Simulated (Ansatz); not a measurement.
H6OSi2, SMILES `O[SiH2][SiH3]` (H–O–Si–Si torsion 180°) (charge 0, multiplicity 1).

Cartesian coordinates (Å):
```xyz
9

O     -1.7661     0.6965     0.3868
Si    -0.7458    -0.4987    -0.1456
Si     1.4324     0.3424     0.0399
H     -2.7113     0.5266     0.3823
H     -0.9008    -1.7365     0.6654
H     -1.0458    -0.8715    -1.5545
H      1.7481     0.6801     1.4487
H      1.6014     1.5550    -0.7966
H      2.3880    -0.6939    -0.4264
```
Charge 0, multiplicity 1.

Frozen-core energies in 6-31g from Ansatz (a quantum-chemistry and plane-wave program) at a geometry from B3LYP-D3(BJ)/def2-TZVP; the HF reference has <S^2> = 0.00 and the T1 diagnostic is 0.010.

| level | energy (Ha) | difference from CCSDT(Q) (mHa) |
|---|---|---|
| HF | -656.07917 | 272.63 |
| MP2 | -656.31116 | 40.64 |
| CCSD | -656.34647 | 5.33 |
| CCSD(T) | -656.35049 | 1.31 |
| CCSDT | -656.35117 | 0.63 |
| CCSDT(Q) | -656.35180 | 0.00 |
